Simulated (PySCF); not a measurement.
# Hf(NH2)4 at several levels of theory

Computed with PySCF 2.14.0 (density fitting, no spin-orbit coupling) at the geometry relaxed with PBE0:

```xyz
13
Hf(NH2)4 (singlet; a saddle point, relaxed within its symmetry)
Hf    0.0000    0.0000    0.0000
N     2.0941    0.0000    0.0000
H     2.7058    0.7859    0.2158
H     2.7058   -0.7859   -0.2158
N     0.0000    2.0941    0.0000
H    -0.7859    2.7058    0.2158
H     0.7859    2.7058   -0.2158
N    -2.0941    0.0000    0.0000
H    -2.7058   -0.7859    0.2158
H    -2.7058    0.7859   -0.2158
N     0.0000   -2.0941    0.0000
H     0.7859   -2.7058    0.2158
H    -0.7859   -2.7058   -0.2158
```

```json
{"level": "PBE0", "basis": "Hf def2-SVP with ECP60, N def2-SVP, H def2-SVP", "state": "singlet", "HOMO (eV)": "-6.06", "gap (eV)": "4.09", "charge on Hf1 (e)": "1.14", "dipole about the centre of mass (D)": "0.00", "largest force component (eV/Å)": "0.00"}
{"level": "TPSS", "basis": "the same", "state": "singlet", "HOMO (eV)": "-4.81", "gap (eV)": "2.32", "charge on Hf1 (e)": "1.02", "dipole about the centre of mass (D)": "0.00", "largest force component (eV/Å)": "0.23"}
{"level": "HF", "basis": "the same", "state": "singlet", "HOMO (eV)": "-9.35", "gap (eV)": "10.12", "charge on Hf1 (e)": "1.70", "dipole about the centre of mass (D)": "0.00", "largest force component (eV/Å)": "1.08"}
{"level": "BP86", "basis": "the same", "state": "singlet", "HOMO (eV)": "-4.84", "gap (eV)": "2.05", "charge on Hf1 (e)": "0.91", "dipole about the centre of mass (D)": "0.00", "largest force component (eV/Å)": "0.33"}
{"level": "PBE0", "basis": "Hf def2-TZVP with ECP60, N def2-TZVP, H def2-TZVP", "state": "singlet", "HOMO (eV)": "-6.27", "gap (eV)": "4.26", "charge on Hf1 (e)": "1.40", "dipole about the centre of mass (D)": "0.00", "largest force component (eV/Å)": "0.37"}
{"level": "PBE0", "basis": "Hf x2c-SVPall, N x2c-SVPall, H x2c-SVPall", "state": "singlet", "HOMO (eV)": "-6.18", "gap (eV)": "3.97", "charge on Hf1 (e)": "0.83", "dipole about the centre of mass (D)": "0.00", "largest force component (eV/Å)": "0.55"}
```

Charges are Mulliken's, which hang on the basis. The relaxation used the grid (50, 194), these runs (75, 302) or, all-electron (x2c bases, spin-free X2C Hamiltonian), (99, 590).

Q: What does B3LYP with Hf def2-SVP with ECP60, N def2-SVP, H def2-SVP give here?

A: state singlet, HOMO (eV) -5.80, gap (eV) 3.47, charge on Hf1 (e) 1.06, dipole about the centre of mass (D) 0.00, largest force component (eV/Å) 0.12. Time: 8.2 s on 2 threads of Arm Neoverse V1, on a shared host, from an already converged density.

In the first row's basis the gap widens with exact exchange: 2.0 to 2.3 eV for BP86, TPSS (none); 3.5 to 4.1 eV for B3LYP, PBE0 (a fixed share); 10.1 eV for Hartree–Fock (rising or full at long range).
